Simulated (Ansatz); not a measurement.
Ansatz (a quantum-chemistry and plane-wave program) input (CCSD(T)/aug-cc-pVDZ):

Ansatz 0.2 input:
```yaml
crystal:
  periodic: [false, false, false]
  atoms:
    - {symbol: C, position_ang: [-1.41252861, -0.46030656, 0.06426309]}
    - {symbol: Br, position_ang: [0.35005062, 0.11407245, -0.01592558]}
    - {symbol: H, position_ang: [-1.88850635, -0.48301087, 1.02928333]}
    - {symbol: H, position_ang: [-1.88809358, -0.74768542, -0.85746665]}
basis:
  gaussian:
    orbitals: aug-cc-pVDZ
magnetization: {spin_polarized: true, initial_magnetization: 1}
correlation: {method: ccsd_t, electrons: outside_noble_gas}
output: {forces: true}
```

End of the output:

```
cycle   6  -7.51489431 eV  change   -1.8e-4 eV  update   7.7e-4
cycle   7  -7.51486487 eV  change    2.9e-5 eV  update   3.1e-4
cycle   8  -7.51480643 eV  change    5.8e-5 eV  update   1.0e-4
cycle   9  -7.51477750 eV  change    2.9e-5 eV  update   3.6e-5
cycle  10  -7.51477816 eV  change   -6.5e-7 eV  update   1.3e-5
cycle  11  -7.51477953 eV  change   -1.4e-6 eV  update   4.7e-6
cycle  12  -7.51477831 eV  change    1.2e-6 eV  update   1.6e-6
perturbative correction -0.22512772 eV, -0.0082732912 hartree
the calculation of the forces begins
Total energy: -71066.81445933 eV, -2611.6572605632 hartree
Atom 0 at    -1.412529    -0.460307     0.064263 Å, force     0.162930     0.053095    -0.007412 eV/Å
Atom 1 at     0.350051     0.114072    -0.015926 Å, force     0.332383     0.108315    -0.015122 eV/Å
Atom 2 at    -1.888506    -0.483011     1.029283 Å, force    -0.247758    -0.015338     0.477239 eV/Å
Atom 3 at    -1.888094    -0.747685    -0.857467 Å, force    -0.247555    -0.146072    -0.454705 eV/Å
Dipole moment:    -0.195434    -0.063687     0.008891 e Å
```

It need not be the lowest isomer of its formula.
